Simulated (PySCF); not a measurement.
A calculated (PBE0, PySCF 2.14, 6-31G*, the non-relativistic Hamiltonian (point nucleus)) atom or ion has these occupied shells.

| shell | electrons | orbital energy (eV) | rms radius, mean of both spins (bohr) |
| --- | --- | --- | --- |
| 1s | 2 | -238.64 | 0.379 |

Name the element and its charge.

B³⁺ (boron, charge +3), in 1s2, closed-shell 1S.
